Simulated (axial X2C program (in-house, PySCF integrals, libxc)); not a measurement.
## Potential curves of MoB⁻, two-component

Computed with an axial X2C code built on PySCF integrals. Two-component (2c) means X2C with spin–orbit coupling and atomic mean-field two-electron Coulomb and Gaunt terms. Basis: Mo dyall-acv3z [12s13p10d5f3g], B dyall-av3z [8s7p3d2f] (cores contracted in-house); Gaussian nuclei, density fitting, unrestricted open shells. Masses: Mo 97.905 u, B 11.009 u.

State: Ω = 2 (⟨Sz⟩ = 2.00, ⟨Lz⟩ = 0.00 at BLYP). Energies in eV from the fragments at the same level (Mo- + B). Fits are polynomials in 1 − R0/R over 0.85 to 1.23 times the lowest point R0.

```csv
R (Å),BLYP
1.6278,-2.4446
1.7026,-2.9695
1.7587,-3.2051
1.8149,-3.3346
1.8710,-3.3793
1.9365,-3.3487
2.0020,-3.2520
2.0862,-3.0618
2.1891,-2.7718
2.3388,-2.3137
```

The state is one determinant whose occupation by symmetry is held fixed; it was picked as the lowest of a PBE0 search that is not exhaustive. De is counted from the lowest determinant-based energies of the atoms at the same level, without counterpoise correction. Density functionals use the spin component along the axis (collinear). A 2c atom that is not at its ground J level misses part of its spin–orbit lowering, and De is too large by that part (0.04 eV or less for light atoms). This holds for BLYP. PBE0 can misorder states that lie within some tenths of an eV, so this need not be the ground state of the molecule. The nearest other 2c determinant of the search, Ω = 3, lies 0.36 eV up at the distance of the search. The functionals have no current-density term, which raises determinants with orbital currents, atoms included. With several unpaired electrons one determinant need not be a pure state. Open-shell Ω = 0 determinants with evenly filled partner blocks cannot be reached by this program, so the Ω shown need not be the lowest component. The highest occupied level of some functionals is positive through self-interaction error; at Hartree–Fock it is bound. The determinant is spin-polarised beyond a pure state at some levels (its spin-free form has ⟨S²⟩ too high), which makes Re and μ there less reliable.

(1) Fit the BLYP curve near its minimum: give the equilibrium distance, the harmonic wavenumber and the well depth.

Answers

(1) At BLYP, 2c: Re = 1.879 Å, ωe ≈ 746 cm⁻¹, De = 3.38 eV to Mo- + B; Be follows as 0.483 cm⁻¹.
